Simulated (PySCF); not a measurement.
Molecular orbitals of MgI

PBEsol at R = 2.610 Å; basis Mg x2c-SVPall, I x2c-SVPall; spin-free X2C with a Gaussian nucleus; PySCF 2.14. State: ²Σ⁺ (doublet), unpaired electrons σ ↑. Only the outer orbitals are listed, counted within each symmetry.

```json
{"spin": "α", "orbital": "13σ", "occ.": "1", "ε (eV)": "-16.36", "on Mg (%)": "5", "main shells (%)": "94 I s"}
{"spin": "α", "orbital": "14σ", "occ.": "1", "ε (eV)": "-7.59", "on Mg (%)": "30", "main shells (%)": "68 I p, 28 Mg s"}
{"spin": "α", "orbital": "7π", "occ.": "1", "ε (eV)": "-6.07", "on Mg (%)": "7", "main shells (%)": "92 I p"}
{"spin": "α", "orbital": "7π", "occ.": "1", "ε (eV)": "-6.07", "on Mg (%)": "7", "main shells (%)": "92 I p"}
{"spin": "α", "orbital": "15σ", "occ.": "1", "ε (eV)": "-4.81", "on Mg (%)": "82", "main shells (%)": "62 Mg s, 21 Mg p, 18 I p"}
{"spin": "α", "orbital": "8π", "occ.": "0", "ε (eV)": "-1.82", "on Mg (%)": "95", "main shells (%)": "93 Mg p"}
{"spin": "α", "orbital": "8π", "occ.": "0", "ε (eV)": "-1.82", "on Mg (%)": "95", "main shells (%)": "93 Mg p"}
{"spin": "α", "orbital": "16σ", "occ.": "0", "ε (eV)": "-0.16", "on Mg (%)": "99", "main shells (%)": "73 Mg p, 15 Mg d, 10 Mg s"}
{"spin": "β", "orbital": "13σ", "occ.": "1", "ε (eV)": "-16.28", "on Mg (%)": "6", "main shells (%)": "94 I s"}
{"spin": "β", "orbital": "14σ", "occ.": "1", "ε (eV)": "-7.37", "on Mg (%)": "25", "main shells (%)": "73 I p, 21 Mg s"}
{"spin": "β", "orbital": "7π", "occ.": "1", "ε (eV)": "-6.03", "on Mg (%)": "7", "main shells (%)": "93 I p"}
{"spin": "β", "orbital": "7π", "occ.": "1", "ε (eV)": "-6.03", "on Mg (%)": "7", "main shells (%)": "93 I p"}
{"spin": "β", "orbital": "15σ", "occ.": "0", "ε (eV)": "-3.56", "on Mg (%)": "86", "main shells (%)": "76 Mg s, 14 I p, 10 Mg p"}
{"spin": "β", "orbital": "8π", "occ.": "0", "ε (eV)": "-0.95", "on Mg (%)": "94", "main shells (%)": "94 Mg p"}
{"spin": "β", "orbital": "8π", "occ.": "0", "ε (eV)": "-0.95", "on Mg (%)": "94", "main shells (%)": "94 Mg p"}
```

**Question.** Which are the highest filled and the lowest empty level, where do they sit, and how wide is the gap?

**Answer.** Highest filled α 15σ at -4.81 eV (in %: 62 Mg s, 21 Mg p, 18 I p); lowest empty β 15σ at -3.56 eV (in %: 76 Mg s, 14 I p, 10 Mg p); the gap at PBEsol is 1.25 eV.

The bond order (Mayer) is 1.27. The ⟨S²⟩ is 0.751 and the charge on Mg (Mulliken, basis-dependent) is 0.22. The charge on Mg (Löwdin, basis-dependent) is -0.14 and the dipole moment (positive dipole means Mg(−)I(+)) is -2.84 D.

Spin–orbit coupling is left out. The state is the lowest determinant that a PBE0 search found; another state may lie lower at other levels.
